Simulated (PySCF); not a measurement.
4-bromophenol, C6H5BrO.
Z-matrix (Å and degrees, PBE0-D3(BJ)/def2-SVP geometry), rows numbered from 1:
```
O 
C   1  1.3481
C   2  1.3993  1  117.90
C   3  1.3894  2  120.35  1  -179.89
C   4  1.3956  3  119.87  2    -0.15
Br  5  1.8879  4  119.82  3  -179.91
C   5  1.3923  4  120.29  3     0.13
C   7  1.3928  5  119.69  4    -0.03
H   1  0.9629  2  109.46  3  -179.54
H   3  1.0916  2  118.76  1     0.06
H   4  1.0915  3  120.14  2  -180.00
H   7  1.0913  5  120.18  4   179.94
H   8  1.0942  2  119.95  1    -0.00
```

Computed with PySCF at wB97X-D/def2-SVPD, non-relativistic, on one gas-phase PBE0-D3(BJ)/def2-SVP geometry that isn't relaxed in the solvent. The solvent is an IEF-PCM continuum (cavity from Bondi-type radii × 1.2), and excitations are vertical TDDFT with non-equilibrium linear response and a frozen core. Only the electrostatic response of the medium enters. Spin–orbit coupling is left out although an atom past zinc is present.

```csv
run,E − E(gas) (kcal/mol),HOMO (eV),HOMO–LUMO gap (eV),dipole (D),lowest singlet (eV),static polarisability (au)
gas,0.00,-8.32,9.30,2.36,4.96,95.6
P,-4.80,-8.29,9.37,2.98,4.98,122.1
Q,-6.79,-8.31,9.39,3.24,4.99,134.8
```

Q: The runs were made in acetonitrile and chloroform. Which run belongs to which solvent?

A: P = chloroform, Q = acetonitrile. The dielectric constants are 4.711 (chloroform), 35.69 (acetonitrile), and the energy falls further as ε rises. The optical constants n² used for the excitations are 2.09, 1.81 in the same order. In this model the ground state sees the solvent through ε alone.

Q: How constant is the ratio of the lowering to (ε − 1)/(2ε + 1)?

A: 
| solvent | (ε − 1)/(2ε + 1) | E − E(gas) (kcal/mol) | ratio (kcal/mol) | polarisation term (kcal/mol) |
| --- | --- | --- | --- | --- |
| chloroform | 0.356 | -4.80 | -13.5 | -5.33 |
| acetonitrile | 0.479 | -6.79 | -14.2 | -7.89 |

The ratio changes by +5.1 % in size from chloroform to acetonitrile. The polarisation term is half the interaction of the solute with the induced surface charges.

wB97X-D is run here without its empirical dispersion term; that term would change no orbital, density or response property at a fixed geometry.
